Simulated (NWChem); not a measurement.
# CH5FSSi; SMILES CS[SiH2]F

```xyz
9

Si     0.3897     0.9656    -0.3720
F     -0.6615     1.8622     0.4696
S      0.5641    -1.0285     0.3448
C     -1.0279    -1.7595    -0.2444
H     -0.0976     0.9497    -1.7741
H      1.7391     1.5591    -0.2289
H     -0.9535    -2.8372    -0.0864
H     -1.8711    -1.3713     0.3301
H     -1.1776    -1.5651    -1.3092
```
Atoms are numbered in this order, from 1.

Computed with NWChem. Coordinates come from a B3LYP/6-31G* (spherical d) optimisation.

### Question
Order these by “dipole (D)”, lowest first: Hartree-Fock/pcseg-1; Hartree-Fock/aug-pcseg-1; Hartree-Fock/STO-3G.

### Answer
Hartree-Fock/STO-3G (1.04), Hartree-Fock/aug-pcseg-1 (1.86), Hartree-Fock/pcseg-1 (2.00)
